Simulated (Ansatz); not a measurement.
GaMe2H (C₂H₇Ga). Total charge 0; singlet. Geometry r2SCAN-D4/def2-SVP.

```xyz
10

C    -0.539   -0.606   -1.530
C     0.345    1.004    1.363
Ga    0.293   -0.619    0.253
H     0.243   -0.390   -2.281
H    -1.308    0.176   -1.631
H    -0.978   -1.580   -1.798
H    -0.466    0.947    2.112
H     0.190    1.926    0.782
H     1.287    1.089    1.927
H     0.932   -1.947    0.803
```

Task: Estimate the orbital energies around the gap (eV) in Ansatz with HF/STO-3G, PBE-D4/def2-SVP, PBE-D4/def2-TZVP, r2SCAN-D4/def2-TZVP, PBE0-D4/def2-TZVP.

Result: 
| orbital | HF/STO-3G | PBE-D4/def2-SVP | PBE-D4/def2-TZVP | r2SCAN-D4/def2-TZVP | PBE0-D4/def2-TZVP |
| --- | --- | --- | --- | --- | --- |
| HOMO−5 | -9.56 | -9.48 | -9.58 | -9.95 | -11.09 |
| HOMO−4 | -7.88 | -9.41 | -9.51 | -9.87 | -10.99 |
| HOMO−3 | -7.85 | -9.22 | -9.32 | -9.69 | -10.83 |
| HOMO−2 | -7.18 | -9.20 | -9.30 | -9.66 | -10.77 |
| HOMO−1 | -6.83 | -6.52 | -6.61 | -6.90 | -7.85 |
| HOMO | -6.78 | -6.39 | -6.46 | -6.71 | -7.68 |
| LUMO | 5.20 | -1.68 | -1.74 | -1.44 | -0.93 |
| LUMO+1 | 11.40 | 0.35 | 0.03 | 0.60 | 0.81 |
| LUMO+2 | 15.08 | 1.24 | 0.74 | 1.46 | 1.44 |
| LUMO+3 | 15.42 | 2.15 | 1.61 | 2.26 | 2.52 |
| LUMO+4 | 19.34 | 2.81 | 2.26 | 3.02 | 3.08 |
| LUMO+5 | 19.75 | 2.88 | 2.29 | 3.07 | 3.11 |
